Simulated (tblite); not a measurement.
Species: C4H9FO3Si.
Z-matrix (Å and degrees, GFN2-xTB geometry), rows numbered from 1:
```
F 
C   1  1.3780
C   2  1.5296  1  109.96
O   3  1.4177  2  111.65  1    75.55
C   4  1.3794  3  112.91  2    53.64
O   5  1.3745  4  110.04  3    64.70
Si  6  1.6321  5  126.24  4   173.04
O   5  1.3888  4  112.82  3   -60.46
C   8  1.4172  5  112.91  4    59.63
H   2  1.0970  1  105.92  3  -119.60
H   3  1.0973  2  108.96  1  -162.69
H   3  1.0908  2  110.66  1   -41.44
H   5  1.0989  4  105.78  3  -175.24
H   7  1.4641  6  111.34  5    60.42
H   7  1.4546  6   97.42  5   178.86
H   7  1.4620  6  109.85  5   -60.98
H   9  1.0911  2  110.61  1    41.23
H   9  1.0980  2  108.56  1   161.95
```

Method: GFN2-xTB as coded in tblite; computed harmonic values from a numerical Hessian at the method's own geometry, unscaled. Errors from tens to a few hundred cm⁻¹ against measured bands are possible. Modes of hydrogen on silicon can be 10 to 20 % off. One conformer, not necessarily the lowest.

Harmonic wavenumbers (cm⁻¹): 59.5, 77.8, 108.8, 139.2, 192.2, 199.2, 358.8, 360.3, 433.4, 484.3, 530.2, 614.1, 629.8, 679.5, 733.1, 791.2, 808.0, 823.7, 841.7, 891.8, 916.9, 943.4, 966.9, 972.4, 1041.7, 1077.6, 1100.9, 1122.4, 1125.3, 1195.4, 1246.3, 1251.4, 1300.8, 1303.2, 1307.9, 1322.0, 1328.2, 1427.5, 1435.9, 2242.0, 2273.0, 2338.0, 2902.3, 2911.7, 2923.0, 2926.7, 2996.5, 3000.1.

A = 3192, B = 864.9, C = 791.9 MHz; mass 152.030 u (most abundant isotopes); point group C1, symmetry number 1.

Task: What is the zero-point energy?

Result: ½Σν̃ = 28328 cm⁻¹ = 338.88 kJ/mol.

Task: What is S at 500 K and 1 bar for an ideal gas of classical rigid rotors and harmonic oscillators?

Result: Translation 182.26, rotation 129.36, vibration 196.26: S = 507.9 J/(mol K).

Task: And Cp and H(500 K) − H(0)?

Result: Cp = 238.72 J/(mol K), of which vibrations give 205.46 (their classical limit is 48 R = 399.1); H(500 K) − H(0) = 68.31 kJ/mol without the zero-point energy, 51.68 from vibrations.

Task: Which modes carry the vibrational entropy at 500 K?

Result: 59.5 cm⁻¹: 23.00; 77.8 cm⁻¹: 20.78; 108.8 cm⁻¹: 18.00; 139.2 cm⁻¹: 15.98; 192.2 cm⁻¹: 13.34; 199.2 cm⁻¹: 13.05 J/(mol K); the other 42 give 92.11 together.

Task: How do the functions run with temperature in this model?

Result: 
| T (K) | S (J/(mol K)) | Cp (J/(mol K)) | H − H(0) (kJ/mol) | G − H(0) (kJ/mol) | ln q(vib) |
| --- | --- | --- | --- | --- | --- |
| 50 | 245.7 | 53.8 | 2.04 | -10.25 | 0.38 |
| 100 | 289.8 | 74.4 | 5.28 | -23.70 | 1.47 |
| 298.15 | 406.0 | 157.7 | 27.81 | -93.23 | 6.20 |
| 373.15 | 445.0 | 191.2 | 40.91 | -125.15 | 8.03 |
| 750 | 617.7 | 301.6 | 136.54 | -326.72 | 17.29 |
| 1000 | 710.1 | 340.0 | 217.11 | -493.02 | 23.04 |

q(vib) and H(0) count from the zero-point level.

Task: Blend soft modes into free rotors: weight 1/[1 + (100 cm⁻¹/ν̃)⁴] for the oscillator and the rest for a rotor with moment μB/(μ + B), μ = h/(8π²ν), B = 10⁻⁴⁴ kg m². What vibrational entropy results?

Result: 183.45 J/(mol K) in place of 196.26, which changes −T·S at 500 K by +6.40 kJ/mol.

Task: What must be added to the electronic energy to get the Gibbs energy at 500 K and 1 bar?

Result: ZPE + [H(500 K) − H(0)] − T·S = 338.88 + 68.31 − 253.94 = 153.25 kJ/mol.

Hindered rotation and anharmonicity are outside this model. Other conformers, if any are populated, would add a mixing term that is left out. The structure is chiral; the term R ln 2 for an equal mix with its mirror image is left out.

Time: 1.2 s of wall time. Hardware: an Arm Neoverse N1 with one thread, shared host. The figure is for the frequency step alone.
